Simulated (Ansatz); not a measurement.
A search over several starts for the lowest SCF solution of the cluster Na3Cl3⁺ at the given spin, in a small basis.

```yaml
crystal:
  periodic: [false, false, false]
  atoms:
    - {symbol: Na, position_ang: [-3.413996, -0.034145, -0.091298]}
    - {symbol: Na, position_ang: [1.469661, -2.006216, 0.003167]}
    - {symbol: Na, position_ang: [1.428089, 2.036142, 0.077023]}
    - {symbol: Cl, position_ang: [-1.154607, -1.367127, -0.055430]}
    - {symbol: Cl, position_ang: [2.852760, 0.028628, 0.081235]}
    - {symbol: Cl, position_ang: [-1.181908, 1.342719, -0.014687]}
basis:
  gaussian: {orbitals: def2-SVP, initial_orbitals: start.molden}
total_charge: 1
magnetization: {spin_polarized: true, initial_magnetization: 1}
hamiltonian: {xc: pbe0, dispersion: d4}
output: {orbitals: {seedname: orbitals}}
```

The file start.molden holds the orbitals of an earlier run on this structure, at another level or in another basis.

```sh
$ ansatz run in.yaml --threads 4 --pin off --events-out ev --progress --plain --max-ram 4787MiB
```

It prints (some lines left out):

```
Functional definition: PBE0
883 factors; integrals over basis functions are off by at most 5.7e-4 eV
mean field evaluation 1: about -50777.0398 eV, gradient 3.1e1 eV
mean field evaluation 2: about -50779.4892 eV, gradient 3.5e0 eV
mean field evaluation 4: about -50780.6312 eV, gradient 3.3e-1 eV
mean field evaluation 8: about -50780.6973 eV, gradient 1.2e-5 eV
mean field evaluation 16: about -50780.6972 eV, gradient 8.8e-2 eV
mean field evaluation 32: about -50780.5817 eV, gradient 1.6e0 eV
mean field -50780.69727854 eV, -1866.1562045935 hartree, gradient 3.2e-5 eV, S^2 0.753035; 7 other end points of the search recorded, 0 dependent functions left out
reference -50780.69733816 eV, -1866.1562067846 hartree; 42, 41 occupied and 57, 58 virtual orbitals, 883 factors
Total energy: -50780.84697750 eV, -1866.1617059287 hartree
```

Run time 14 s (4 threads of Intel Xeon on a shared host).

In the doublet, Cl4 and Cl6 lie 2.71 Å apart (atoms count from 1), so these atoms are partly bonded to each other. Another isomer (doublet) lies 0.23 eV lower at PBE0-D4/def2-TZVP; other spin states weren't run for this one.
